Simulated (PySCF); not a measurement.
# Electric field gradients and quadrupole coupling constants

Species: C4H6N2O.
SMILES with atom numbers: `[H]/[N:1]=[CH:2]/[CH:3]=[CH:4]/[NH:5][CH:6]=[O:7]` (hydrogens: H8 on N1; H9 on C2; H10 on C3; H11 on C4; H12 on N5; H13 on C6)

Structure used (GFN2-xTB), in Å, numbered top down from 1:
```xyz
13
C4H6N2O angstrom
N     -3.1206   -0.7497    0.1716
C     -2.1127    0.0051    0.0655
C     -0.7890   -0.5329    0.2574
C      0.3151    0.2155    0.1590
N      1.5931   -0.2701    0.3373
C      2.7070    0.5098    0.2328
O      2.7070    1.6838   -0.0201
H     -4.0198   -0.2988    0.0229
H     -2.1533    1.0780   -0.1695
H     -0.7378   -1.5873    0.4880
H      0.2870    1.2721   -0.0707
H      1.6909   -1.2525    0.5546
H      3.6288   -0.0726    0.4104
```

Field gradients from the PBE0/pcSseg-1 density (PySCF, non-relativistic), principal values in atomic units, ordered |Vxx| ≤ |Vyy| ≤ |Vzz|:

```tsv
atom	Vxx	Vyy	Vzz
N1	0.3323	0.6519	-0.9842
N5	0.3642	0.4302	-0.7944
O7	0.6812	0.9688	-1.6500
```

Problem. Find the asymmetry η = (Vxx − Vyy)/Vzz and the couplings χ = eQV/h (234.96 MHz × Q in barn × V in au), with Q(14N) = 0.02044 b, Q(17O) = −0.0256 b.

Solution. 
```tsv
atom	environment	nucleus	η	χzz (MHz)	χxx (MHz)	χyy (MHz)
N1	imine nitrogen	14N	0.32	-4.727	1.596	3.131
N5	amide nitrogen	14N	0.08	-3.815	1.749	2.066
O7	amide oxygen	17O	0.17	9.92	-4.10	-5.83
```

The tensor is traceless: Vxx + Vyy + Vzz = 0.

Problem. What is Vzz at O7 in SI units (1 au = 9.71736 × 10²¹ V/m²)?

Solution. -1.6500 au = -16.033 × 10²¹ V/m².

Problem. And the gradient at the other heavy atoms, for which no coupling is worked out here?

Solution. 
| atom | environment | Vzz (au) | η |
| --- | --- | --- | --- |
| C2 | imine carbon | 0.398 | 0.27 |
| C3 | alkene CH carbon | 0.207 | 0.39 |
| C4 | vinylic carbon bearing nitrogen | -0.362 | 0.53 |
| C6 | amide carbonyl carbon | 0.397 | 0.67 |

Problem. What couplings would deuterons (Q(2H) = 0.00286 b) have in place of the hydrogens, at this geometry?

Solution. 
| atom | bonded to | bond length (Å) | Vzz (au) | η | χzz (kHz) |
| --- | --- | --- | --- | --- | --- |
| H8 | N1 | 1.017 | 0.3931 | 0.02 | 264 |
| H9 | C2 | 1.099 | 0.2872 | 0.06 | 193 |
| H10 | C3 | 1.081 | 0.3266 | 0.08 | 219 |
| H11 | C4 | 1.082 | 0.3120 | 0.08 | 210 |
| H12 | N5 | 1.011 | 0.3940 | 0.19 | 265 |
| H13 | C6 | 1.105 | 0.2728 | 0.07 | 183 |

Geometry: GFN2-xTB, one conformer, isolated molecule. GFN2-xTB bond lengths can be off by several hundredths of an ångström, more for odd bonds, and the gradients follow them. The basis is small and wasn't made for field gradients, so the couplings can be 20 % off.
